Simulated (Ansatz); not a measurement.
The same group exchange along the group B, Al, Ga, In.

Calculated with Ansatz (gas phase, PBE0-D4/def2-TZVP geometries, no zero-point term in ΔE). CBS: MP2 limit from def2 TZ/QZ plus the TZ coupled-cluster correction, frozen cores. This one scheme is used for every species. Functionals use def2-TZVPP. def2 core potentials past Kr. For Ga, In outer-core shells are correlated without core-valence functions, which leaves a few kJ/mol of doubt a bond. Scalar relativity is left out up to krypton. One conformer a species, not always the lowest.

```json
{"reaction": "`[SiH3]B(Cl)Cl` + `O[SiH]([SiH3])Cl` → `O[Si]([SiH3])([SiH3])Cl` + `ClBCl`", "CCSD(T)/CBS(def2) (kJ/mol)": "?"}
{"reaction": "`[SiH3][Al]([Cl])[Cl]` + `O[SiH]([SiH3])Cl` → `O[Si]([SiH3])([SiH3])Cl` + `[Cl][AlH][Cl]`", "CCSD(T)/CBS(def2) (kJ/mol)": "13"}
{"reaction": "`[SiH3][Ga]([Cl])[Cl]` + `O[SiH]([SiH3])Cl` → `O[Si]([SiH3])([SiH3])Cl` + `[Cl][GaH][Cl]`", "CCSD(T)/CBS(def2) (kJ/mol)": "31"}
{"reaction": "`[SiH3][In]([Cl])[Cl]` + `O[SiH]([SiH3])Cl` → `O[Si]([SiH3])([SiH3])Cl` + `[Cl][InH][Cl]`", "CCSD(T)/CBS(def2) (kJ/mol)": "47"}
```

**Question.** Fill in the missing values. (Best estimate.)

**Answer.** Ansatz gave: `[SiH3]B(Cl)Cl` + `O[SiH]([SiH3])Cl` → `O[Si]([SiH3])([SiH3])Cl` + `ClBCl`: -15.1 kJ/mol.

Largest T1 diagnostic: 0.013, for `[SiH3]B(Cl)Cl`.
